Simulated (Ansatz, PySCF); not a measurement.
Reaction R1 → P1 + P2, each structure at its B3LYP-D3(BJ)/def2-TZVP stationary point, reached from a drawn start (curvature not checked).
R1: C2H6Cd (SMILES [CH3][Cd][CH3]), charge 0, multiplicity 1.
P1, CH3Cd (SMILES [CH3][Cd]) (charge 0, multiplicity 2):
```xyz
5

Cd    -1.2059    -1.6286    -0.2158
C      0.1708     0.2306     0.0306
H      1.0322    -0.1135     0.5960
H     -0.4214     0.9665     0.5671
H      0.4244     0.5450    -0.9779
```
P2, CH3 (SMILES [CH3]) (charge 0, multiplicity 2):
```xyz
4

C     -0.0001     0.0000     0.0001
H     -0.3655     0.9876    -0.2355
H      0.8556    -0.1186     0.6466
H     -0.4901    -0.8689    -0.4112
```

P less R. No zero-point or thermal terms; singlets are restricted closed shells; open shells are unrestricted; no spin–orbit coupling. The spin states of the d-block species are the ones drawn and need not be the lowest.

Frozen-core correlation throughout.

Programs: Ansatz (an electronic-structure program); PySCF for the D3/D4 terms. Each number belongs to the level named beside it. Elements past Kr take the def2 small-core potentials, without spin–orbit coupling.

```json
[
 {"level": "HF/def2-QZVPP", "reaction energy (eV)": "1.480"},
 {"level": "BLYP/def2-TZVPP", "reaction energy (eV)": "2.429"},
 {"level": "BLYP-D3(BJ)/def2-TZVPP", "reaction energy (eV)": "2.523"},
 {"level": "revPBE-D4/def2-TZVPP", "reaction energy (eV)": "2.599"},
 {"level": "B3LYP/def2-TZVPP", "reaction energy (eV)": "2.488"},
 {"level": "PBE0-D3(BJ)/def2-TZVPP", "reaction energy (eV)": "2.743"},
 {"level": "wB97X-V/def2-TZVPP", "reaction energy (eV)": "2.974"},
 {"level": "SCS-MP2/def2-SVP", "reaction energy (eV)": "2.726"},
 {"level": "CCSD/def2-TZVPP", "reaction energy (eV)": "___"}
]
```

**Question.** Some entries are withheld; supply them.

**Answer.** 
- CCSD/def2-TZVPP, reaction energy (eV): 2.608
